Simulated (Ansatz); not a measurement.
C₆H₁₆ClN₂OV, SMILES `C[N](C)[V]([OH])([Cl])=[N]C(C)(C)C`, relaxed with RKS PBE0-D4/def2-TZVP in Ansatz 0.2.0 from a PBE-D4/def2-SVP geometry. The force threshold is 0.005 eV/Å; the program also tests the step.

The species carries charge 0 and has multiplicity 1.

Start:

```xyz
27

C    -0.152   -0.940   -3.448
N    -0.127   -0.945   -1.998
C    -0.106   -2.254   -1.392
V    -0.174    0.737   -1.285
O    -1.710    1.593   -1.671
Cl    1.626    1.866   -1.921
N    -0.120    0.517    0.322
C     0.159    0.612    1.734
C     0.075    2.100    2.134
C     1.581    0.067    1.983
C    -0.890   -0.217    2.502
H     0.734   -1.470   -3.871
H    -1.070   -1.429   -3.853
H    -0.110    0.100   -3.840
H     0.810   -2.821   -1.684
H    -0.984   -2.865   -1.711
H    -0.125   -2.160   -0.291
H    -1.938    1.585   -2.623
H    -0.940    2.498    1.939
H     0.305    2.224    3.212
H     0.800    2.695    1.544
H     1.850    0.156    3.056
H     2.318    0.634    1.381
H     1.647   -1.001    1.694
H    -0.842   -1.284    2.205
H    -1.911    0.156    2.289
H    -0.708   -0.151    3.594
```

(1) How much energy does the relaxation release, and in how many steps? (Estimate.)

(2) Which bonds change most? (Estimate.)

(3) Give the relaxed structure. (Best estimate.)

Answers

(1) Computed: 11.83 kJ/mol, in 25 steps, 1 of them rejected.

(2) Computed: N2–V4 from 1.827 to 1.807 Å; V4–N7 from 1.623 to 1.602 Å; C1–H13 from 1.116 to 1.098 Å; C3–H16 from 1.117 to 1.099 Å.

(3) Ansatz gave: 
```xyz
27

C    -0.239   -0.954   -3.423
N    -0.100   -0.928   -1.984
C     0.036   -2.229   -1.392
V    -0.149    0.739   -1.289
O    -1.726    1.556   -1.552
Cl    1.541    1.906   -2.094
N     0.034    0.536    0.290
C     0.195    0.616    1.711
C     0.146    2.090    2.111
C     1.545    0.005    2.083
C    -0.948   -0.155    2.369
H     0.629   -1.438   -3.890
H    -1.144   -1.496   -3.726
H    -0.292    0.060   -3.832
H     0.928   -2.742   -1.778
H    -0.833   -2.859   -1.625
H     0.125   -2.139   -0.312
H    -2.105    1.549   -2.436
H    -0.810    2.531    1.824
H     0.269    2.188    3.193
H     0.945    2.645    1.616
H     1.701    0.067    3.163
H     2.355    0.538    1.581
H     1.589   -1.045    1.787
H    -0.926   -1.206    2.073
H    -1.911    0.266    2.075
H    -0.858   -0.101    3.457
```
